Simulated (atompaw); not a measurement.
**hydrogen PAW (atompaw): all-electron and pseudo phase curves**

atompaw 4.2.0.5 input, output lines left out:

```
H 1
GGA-PBE scalarrelativistic loggrid 1500 logderivrange -2 5 176
1 0 0 0 0 0
1 0 1
0 0 0
v
1
0.95 0.90 0.75 0.70
y
-0.1
n
y
0.4
n
custom polynom gramschmidtortho gaussian
2 0 troulliermartins
0.95
0.95
0.80
```

The phase is arctan(r·u′/u) with u = r·R(r), unwrapped; energies in Ry, scanned from -2 to 5 Ry. A pole is an energy at which the radial function vanishes at the test radius. The pseudo phase is shifted by a multiple of π to meet the all-electron one at the reference energy, and phase errors are pseudo minus all-electron; the curves can meet again beyond the range given. Levels narrower than the energy grid can be missing from the lists of poles.

Question: For each channel, where are the poles, and over which energies does the pseudopotential scatter like the atom?

Answer:

| channel | radius (bohr) | reference energy (Ry) | poles, all-electron | poles, pseudo | unbroken range about the reference energy with phases within 0.05 rad | phase error 1 Ry above the reference energy (rad) |
| --- | --- | --- | --- | --- | --- | --- |
| s | 0.95 | -0.48 | none | none | the whole range | +0.000 |
| p | 0.95 | 0.40 | none | none | the whole range | +0.000 |

Phases in the s channel:

```
E (Ry)  all-electron  pseudo
 -2.00         0.639   0.639
 -1.76         0.576   0.576
 -1.52         0.505   0.505
 -1.28         0.424   0.424
 -1.04         0.333   0.333
 -0.80         0.230   0.230
 -0.56         0.116   0.116
 -0.32        -0.008  -0.008
 -0.08        -0.139  -0.139
  0.16        -0.273  -0.273
  0.40        -0.405  -0.405
  0.64        -0.532  -0.532
  0.88        -0.650  -0.650
  1.12        -0.757  -0.757
  1.36        -0.853  -0.853
  1.60        -0.938  -0.938
  1.84        -1.013  -1.013
  2.08        -1.079  -1.079
  2.32        -1.137  -1.137
  2.56        -1.188  -1.188
  2.80        -1.234  -1.234
  3.04        -1.275  -1.275
  3.28        -1.311  -1.311
  3.52        -1.344  -1.344
  3.76        -1.374  -1.374
  4.00        -1.401  -1.401
  4.24        -1.426  -1.426
  4.48        -1.449  -1.449
  4.72        -1.470  -1.470
  4.96        -1.490  -1.490
```
